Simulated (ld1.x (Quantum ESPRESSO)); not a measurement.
krypton: PAW pseudisation with LDA (PZ), scalar-relativistic reference atom.

- Element: krypton
- Generator: ld1.x (Quantum ESPRESSO) 7.5
- Type: PAW
- Functional: LDA (PZ)
- Relativity: scalar-relativistic
- Frozen core: [Ar]
- Valence charge: 18
- Reference configuration: 3d10 4s2 4p5.5 (charge +0.5)
- Partial waves: 4s (bound): rcut 0.90, rcutus 1.20 bohr; 4s channel at -0.85 Ry: rcut 0.90, rcutus 1.20 bohr; 4p (bound): rcut 1.05, rcutus 1.20 bohr; 4p channel at -0.55 Ry: rcut 1.05, rcutus 1.20 bohr; 3d (bound): rcut 0.80, rcutus 1.10 bohr; 3d channel at -2.8 Ry: rcut 0.80, rcutus 1.10 bohr
- Local potential: all-electron potential smoothed inside 0.85 bohr (lloc = -2)
- Core correction: Bessel-smoothed model core, default radius (core density twice the valence density)
- Augmentation charge: PSQ, inside the norm-conserving radii

All-electron outer shells of the reference configuration (LDA (PZ), scalar-relativistic, ld1.x):

| shell | level (eV) | outermost node (bohr) | outermost maximum (bohr) |
| --- | --- | --- | --- |
| 3p | -200.64 | 0.20 | 0.46 |
| 3d | -87.43 | – | 0.41 |
| 4s | -28.52 | 0.64 | 1.32 |
| 4p | -14.39 | 0.67 | 1.54 |

Question: Estimate the cutoffs (Ry, on a coarse ladder) from which the occupation-weighted sum of valence levels, in a spherical-Bessel basis at the reference potential, stays within 10 and 1 mRy of its value at 400 Ry.

Answer: 140 Ry and 230 Ry.

Question: Does the potential have ghost states?

Answer: Ghost states, extra bound levels that the all-electron valence spectrum of the same l lacks: s at -114.8 eV, p at -97.2 eV. A true bound ghost makes a file unfit for plane-wave use.

Question: Is the overlap operator S = 1 + Σ q|β⟩⟨β| positive definite (Bessel basis up to 400 Ry)?

Answer: Yes: its lowest eigenvalue is 0.12 (d channel).

Question: Which valence shell sets the plane-wave cutoff?

Answer: 3d: its level needs 140 Ry to come within 1 mRy, against 45 Ry for 4s.

Its largest configuration-test error is -1.7 meV (3d10 4s2 4p5). Test run stopped at test 3 of 9 (negative rho).
